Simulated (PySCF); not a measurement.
# Reading the logs of faulty runs: AlBCH6N

Calculated results; nothing here was measured. They come from PySCF 2.14.0, an open-source quantum chemistry program, on an isolated molecule that a program drew, which may never have been made. The molecule is AlBCH6N (charge 0, doublet), drawn as the SMILES string `C[B][AlH][NH2]`.

Each row is a Hartree-Fock (HF) and frozen-core CCSD(T) single point in the cc-pV(D+d)Z basis, meant for a local HF minimum. Run 1 is clean. Each other run has one planted mistake out of seven kinds, and not every kind appears here: one electron removed, one electron added, multiplicity raised by two, geometry at a saddle point, minimal basis STO-3G, one bond length entered in bohr, all coordinates scaled. The reference is restricted for singlets and unrestricted otherwise, and also for a bond in bohr. Adding or removing an electron swaps singlet and doublet. Electrons count all cores. HOMO and LUMO are orbital energies over both spins, the gradient is its largest component, and the lowest frequency (negative if imaginary) is given only where the gradient is small. Bond lengths are over the 9 bonds as drawn. T1 is the CCSD diagnostic: over 0.02 (restricted) or 0.045 (unrestricted) a single reference is doubtful.

Geometry of the clean run:
```xyz
10
AlBCH6N, angstrom
C    -1.5933    1.6394    0.3119
B    -0.9492    0.2703    0.6716
Al   -0.1776   -1.5990    1.0603
N     1.0581   -1.8598    2.3027
H    -2.1592    2.0934    1.1307
H    -0.8869    2.3723   -0.0887
H    -2.3143    1.4201   -0.4902
H    -0.6807   -2.8577    0.2431
H     1.4565   -2.7547    2.5184
H     1.4689   -1.1625    2.8941
```

```
run,electrons,basis functions,<S^2>,HOMO (eV),LUMO (eV),gradient (hartree/bohr),lowest frequency (cm^-1),mean bond (Å),longest bond (Å),T1,HF (hartree),CCSD(T) (hartree),mistake
1,37,95,0.759,-7.23,1.70,1.1e-05,76,1.3625,2.059,0.0139,-362.39238,-362.89652,no fault
2,36,95,0.000,-15.02,-5.29,6.8e-02,-,1.3625,2.059,0.0206,-362.16382,-362.65891,one electron removed
3,37,95,0.760,-7.27,1.63,2.0e-02,-,1.3966,2.111,0.0146,-362.38710,-362.89511,all coordinates scaled
4,37,30,0.766,-4.82,7.76,4.0e-02,-,1.3625,2.059,0.0149,-357.95484,-358.15155,minimal basis STO-3G
5,37,95,3.761,-7.81,-0.70,1.6e-02,-,1.3625,2.059,0.0232,-362.28126,-362.76980,?
```

**Which mistake was planted in run 5, and what did it cost?**

Electrons, basis and geometry are unchanged, and <S^2> is 3.761, beside S(S+1) = 3.75 for a multiplicity of 4. So the mistake is: multiplicity raised by two. Subtracting run 1 and multiplying by 627.51 kcal/mol a hartree, the energy moved by 69.7 kcal/mol in HF and 79.5 kcal/mol in CCSD(T).

Cautions from the logs. Run 2: T1 is over the limit, so its CCSD(T) energy is less reliable.
